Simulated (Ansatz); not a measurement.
The same path of C₂H₅NSi (9 atoms, charge 0, multiplicity 1) was run twice with different band settings. Lost on the way: C3–H9. Made: N4–H9.

Theory: UKS B3LYP-D4/def2-mTZVP in Ansatz 0.2.0.

Relaxed end points:

```xyz
9
Properties=species:S:1:pos:R:3
Si -0.508 1.174 0.182
C 0.218 -0.387 -0.568
C 0.739 -1.501 0.213
N -0.415 -1.785 -0.156
H -1.765 1.557 -0.507
H -0.783 0.937 1.620
H 0.457 2.295 0.045
H 0.513 -0.345 -1.616
H 1.544 -1.945 0.786
```

```xyz
9
Properties=species:S:1:pos:R:3
Si -0.501 1.153 0.187
C 0.458 -0.307 -0.492
C 1.478 -1.133 0.447
N 0.353 -1.621 0.099
H -1.909 1.158 -0.294
H -0.513 1.078 1.668
H 0.144 2.412 -0.260
H 0.729 -0.301 -1.546
H -0.238 -2.441 0.192
```

Common settings: movable images 5; climbing image yes; spring 5.0 eV/Å²; optimiser quadratic models (default); force threshold 0.05 eV/Å; iteration limit 60; end points relaxed.

| run | start path |
| --- | --- |
| 1 | through a guess of the saddle point |
| 2 | straight line |

**Question.** What does each run give, and how far can it be trusted?

**Answer.** Run 1: converged after 12 iterations, highest image 2.895 eV above the first end. Neighbouring images differ by up to 1.7 eV, so the band resolves the path poorly. A vibrational analysis at the climbing image gives one clearly imaginary mode, 1473i cm⁻¹: a first-order saddle point.
Run 2: converged after 11 iterations, highest image 2.895 eV above the first end. Neighbouring images differ by up to 1.6 eV, so the band resolves the path poorly. Another band between the same ends (5 images) ends at a top of the same energy, where a vibrational analysis finds 1 clearly imaginary mode.
The orbitals stay closed-shell, which can raise the energy where a bond breaks towards radicals; this wasn't checked here.
